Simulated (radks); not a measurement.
Initial-state core-level shifts of the lead ion Pb3+ when its valence configuration changes from [Xe] 4f14 5d10 6s1. Calculated with a radial shooting solver on a logarithmic mesh with Libxc functionals: Dirac Kohn-Sham, PBE, spin-unpolarised, spherical densities, point nucleus; open shells fill j = l - 1/2 first. Shifts are changes of the shell-averaged eigenvalues in eV (positive: less bound).

| valence | 1s | 2p | 3s | 3p |
|---|---|---|---|---|
| 4f13 5d10 6s1 6p1 | -20.201 | -21.642 | -24.086 | -24.030 |
| 4f14 5d9 6s2 | -4.620 | -4.881 | -4.798 | -4.797 |
| 4f12 5d10 6s1 6p2 | -41.160 | -44.144 | -49.115 | -48.998 |
| 4f13 5d10 6p2 | -21.370 | -22.800 | -25.267 | -25.211 |
| 4f14 5d9 6s1 6p1 | -5.812 | -6.062 | -5.999 | -5.998 |
| 4f13 5d10 6s2 | -19.008 | -20.461 | -22.883 | -22.827 |
| 4f14 5d10 6p1 | -1.213 | -1.197 | -1.218 | -1.217 |
| 4f14 5d8 6s2 6p1 | -10.555 | -11.093 | -10.928 | -10.926 |
| 4f14 5d9.5 6s1.5 | -2.291 | -2.418 | -2.379 | -2.379 |
